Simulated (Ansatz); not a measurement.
A structure relaxed at r2SCAN-D4/def2-SVP in Ansatz, charge 0, singlet:

```xyz
4

Al    0.077   -1.439    0.801
Ga    0.546    1.591   -0.259
As   -1.334    0.444    0.761
As    0.711   -0.595   -1.303
```

Question: Give its formula and point group.

Answer: AlGaAs₂. Point group Cs (tolerance 0.1 Å).

Question: Summarise the bond lengths by kind (pairs closer than 1.2 times the sum of covalent radii, bridged metal pairs left out).

Answer: 2 × Al–As 2.35 Å; 2 × As–Ga 2.43 Å.

The restricted singlet is unstable towards broken spin symmetry in Hartree–Fock (as tested in another run); at r2SCAN-D4/def2-SVP this wasn't settled. Another isomer (singlet) lies 0.94 eV lower at PBE0-D4/def2-TZVP; other spin states weren't run for this one.
